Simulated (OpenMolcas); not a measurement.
## Hf2+: effect of the basis set

```yaml
Program: OpenMolcas 26.06
Method: CASSCF
Active_space: 2 electrons in 10 orbitals (5d 6d)
State_averaging: 2S+1 = 3 even, 10 roots; 2S+1 = 1 even, 15 roots
Spin-orbit_coupling: RASSI with atomic mean-field integrals over the reference wave functions, term energies averaged over their components
```

A. ANO-R2 [8s6p5d3f1g], X2C, finite nucleus; cost about 22 core-seconds
B. ANO-RCC-VTZP [8s7p5d3f2g1h], DKH2, point nucleus; cost about 22 core-seconds
C. ANO-RCC-VQZP [9s8p6d4f3g2h], DKH2, point nucleus; cost of the order of 27 core-seconds

Energies in cm-1 above 5d2 3F2.

| Level | A | B | C |
| --- | --- | --- | --- |
| 5d2 3F2 | 0.0 | 0.0 | 0.0 |
| 5d2 3F3 | 3440 | 3077 | 3180 |
| 5d2 3F4 | 6781 | 6145 | 6328 |
| 5d2 3P0 | 10846 | 10944 | 10946 |
| 5d2 1D2 [60 %] | 10897 | 10805 | 10876 |
| 5d2 3P1 | 12511 | 12398 | 12486 |
| 5d2 3P2 [65 %] | 16163 | 15688 | 15900 |
| 5d2 1G4 | 16580 | 16408 | 16534 |
| 5d2 1S0 | 33949 | 34245 | 34414 |

Among A to C the level of the table that moves most is 5d2 3F4, by 640 cm-1 (lowest in B, highest in A).

Without dynamic correlation excited terms often stand tens of per cent too high (terms of higher spin than the ground term too low), and those without a measured partner can miss by more than the paired ones. Active for correlation alone: 6d; no level in the range computed is led by a configuration that fills it, so any true level of that kind is missing. Levels of configurations outside the active space are missing.

A share in square brackets marks a mixed level and gives the weight of the term that names it, the lowest over the columns.
